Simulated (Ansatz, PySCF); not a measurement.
Donor–acceptor adduct: GaH3 (SMILES [GaH3]) (first 4 atoms) with H2O (SMILES O); geometry from B3LYP-D3(BJ)/def2-TZVP, rigid monomers moved along the line of their centres of mass till Ga1···O5 is 4.01 Å.
(charge 0, multiplicity 1):
```xyz
7

Ga     0.397    -0.376     0.685
H      1.883    -0.098     1.123
H     -0.229    -1.811     0.853
H     -0.287     0.626    -0.330
O     -1.315     1.194     3.950
H     -2.276     1.122     3.911
H     -1.110     2.133     4.040
```

Interaction energies are E(AB) − E(A) − E(B) at the monomers' geometry in the complex; basis-set methods are counterpoise corrected. Rows marked so take none.

Rows in 6-31G* carry no dispersion term and start afresh at each structure (6-31G* with six Cartesian d functions); the Pople sets are all-electron and without relativity.

Codes used: Ansatz (Gaussian basis) for Hartree–Fock, density functionals and correlated methods; PySCF for 6-31G* rows, the dispersion terms. Values without a source in brackets are computed.

One of these levels gives -3.30 kcal/mol for the interaction energy. Which?
A. B3LYP/6-31G* (no counterpoise)
B. HF/6-31G* (no counterpoise)
C. PBE-D4/def2-TZVPPD

B, HF/6-31G* (no counterpoise). The others give -2.37 (PBE-D4/def2-TZVPPD), -3.71 (B3LYP/6-31G* (no counterpoise))

Ansatz is a first-principles code.
